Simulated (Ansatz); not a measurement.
Harmonic frequencies (cm⁻¹) at PBE0-D4/def2-TZVP from Ansatz: 40, 117, 250, 317, 424, 432, 519, 600, 690, 788, 844, 884, 884, 1991, 2132, 2141, 2141, 3902.

Each molecule was computed in one conformer, which needn't be the lowest.

Which molecule is it?
A. `CN[BH][AlH2]`
B. `B[SiH2]C#N`
C. `[OH][GaH][GeH3]`
D. `C=NB(F)Cl`

C.
